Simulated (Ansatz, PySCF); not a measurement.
Stretching the Se4–H5 bond in CdH2OSe (SMILES [OH][Cd][SeH]) (multiplicity 1 held, fragments rigid). Energies count from the point at 1.473 Å.
Geometry at that point (charge 0, multiplicity 1):
```xyz
5

Cd     0.4354    -0.5866    -0.1057
O      1.5014    -2.2292    -0.4538
H      2.3793    -2.1969    -0.0591
Se    -0.9919     1.3929     0.2152
H     -1.5669     0.8277     1.4481
```

Restricted levels (R-, RO-) in cc, def2 and unpolarised 6-31G sets keep to the state of the molecule at rest. U- levels take the lowest unrestricted solution at each point, which mixes spins at long bonds. Active spaces are followed from a long bond inwards. Left out are points that failed, MP2 points in a non-variational dive below the minimum, coupled-cluster points behind a sign of a changed root (a jump of the amplitudes, or a one-step jump against full CI or MRCI), small-basis points behind a change of solution, and semi-empirical points at long bonds. Levels need not reach the same state.

Frozen-core correlation. Filled d and f shells under p-block atoms count as core. Rows in LANL2DZ carry no dispersion term and start afresh at each structure. LANL2DZ brings its own core potentials from Na on.

Run with Ansatz (Gaussian basis) for Hartree–Fock, density functionals and correlated methods; PySCF for LANL2DZ rows. Values without a source in brackets are computed. In def2 rows elements past Kr take small-core potentials, without spin–orbit coupling.

Energies in kJ/mol.

```
R (Å)  U-HF/LANL2DZ  R-B3LYP/def2-TZVPP  R-CCSD(T)/def2-TZVPP  FIC-MRCISD+Q on CASSCF(4,3)/def2-TZVPP
-----  ------------  ------------------  --------------------  --------------------------------------
1.179           156                 147                   149                                     148
1.326            31                  28                    28                                      27
1.473             0                   0                     0                                       0
1.621            17                  18                    18                                      19
1.768           ___                  56                    57                                      58
1.989           125                 129                   128                                     128
2.210           164                 201                   194                                     193
2.578           ___                 303                   274                                     272
2.946           202                 379                   314                                     314
3.388           206                 441                   324                                     335
3.978           208                 490                   315                                     342
4.714      left out                 520                   302                                     344
```

What belongs in the gaps?


- 1.768, U-HF/LANL2DZ: 56
- 2.578, U-HF/LANL2DZ: 192

Doubts at one or more of the structures used: a spin-contaminated determinant (U-HF/LANL2DZ); a restricted determinant that unrestricted orbitals would lower (R-B3LYP/def2-TZVPP, R-CCSD(T)/def2-TZVPP); other coupled-cluster roots lie near (R-CCSD(T)/def2-TZVPP); active orbitals that take no part (FIC-MRCISD+Q on CASSCF(4,3)/def2-TZVPP).

Ansatz is a program for electronic structure.
